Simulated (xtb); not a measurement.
xtb input:

```bash
xtb mol.xyz --gfn 2 --sp --chrg -1 --uhf 0
```
mol.xyz:
```
6

C     -2.38096453    -0.23659688     0.21770614
B     -0.97549084    -0.09693470     0.08919509
I      0.47348178    -1.68071178     0.71672047
I     -0.00024130     1.72773778    -0.75999174
H     -3.07509376     0.53942136    -0.09052425
H     -2.84341069    -1.12754423     0.63168929
```

Task: Predict the final energy.

Result: -12.29542 Eh (GFN2-xTB).

It need not be the lowest isomer of its formula. Whether it binds its extra electron was not tested at this geometry.
